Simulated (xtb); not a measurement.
xtb was given this input:
```
$ xtb mol.xyz --gfn 2 --uhf 1 --alpb dmso --json

# file mol.xyz
17

C     -1.16378327     2.32077789    -0.05444850
C     -0.20918460     1.61039233     0.46448743
Si     0.17195920    -0.25332511    -0.23780180
O      0.23081552    -0.04888493    -1.75200223
O     -1.03336833    -0.98953057     0.58055555
C     -2.35345598    -0.98209564     0.15310211
O      1.42126644    -0.66730468     0.71372810
C      2.75347124    -0.53276168     0.33469852
H     -1.42283444     3.29964269     0.33355655
H     -1.73379526     1.99095718    -0.90701580
H      0.43190449     1.84288055     1.29258962
H     -2.42452562    -1.17284166    -0.91923206
H     -2.88925905    -1.75808322     0.70236234
H     -2.81735583    -0.01255099     0.36673452
H      3.33276586    -1.29381403     0.86055344
H      3.12893806     0.45592086     0.61599108
H      2.87473949    -0.65767598    -0.74160333
```

Question: Give the total energy at the level GFN2-xTB with ALPB(dmso) run with xtb 6.7.1.

Answer: -27.108861 Ha

Question: Predict the partial charges in atom order from GFN2-xTB with ALPB(dmso).

Answer: C1 -0.09, C2 -0.06, Si3 0.63, O4 -0.48, O5 -0.35, C6 0.03, O7 -0.36, C8 0.03, H9 0.14, H10 0.11, H11 0.10, H12 0.04, H13 0.08, H14 0.05, H15 0.07, H16 0.05, H17 0.03

Question: What dipole moment does GFN2-xTB with ALPB(dmso) give?

Answer: 4.76 D
